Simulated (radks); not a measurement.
Q: The krypton ion Kr3+, 33 electrons, occupied as [Ar] 3d10 4s2 4p2 5s1 (not the ground configuration). All-electron calculation, scalar-relativistic Kohn-Sham, BLYP, spin-unpolarised, spherical densities, point nucleus. Program: a radial shooting solver on a logarithmic mesh with Libxc functionals. Some entries of the table are withheld. Estimate them.

| orbital | occ. | eigenvalue (hartree) | <1/r> (bohr^-1) |
|---|---|---|---|
| 1s | 2 | -522.2289 | 36.77 |
| 2s | 2 | (1) | 8.164 |
| 2p | 6 | (2) | 7.986 |
| 3s | 2 | -11.42237 | 2.702 |
| 3p | 6 | -8.89835 | 2.550 |
| 3d | 10 | -4.71700 | 2.280 |
| 4s | 2 | -2.35273 | 0.9312 |
| 4p | 2 | -1.75409 | 0.8160 |
| 5s | 1 | (3) | 0.4055 |

A: 
(1) 2s eigenvalue (hartree): -70.28944
(2) 2p eigenvalue (hartree): -62.36537
(3) 5s eigenvalue (hartree): -0.83309
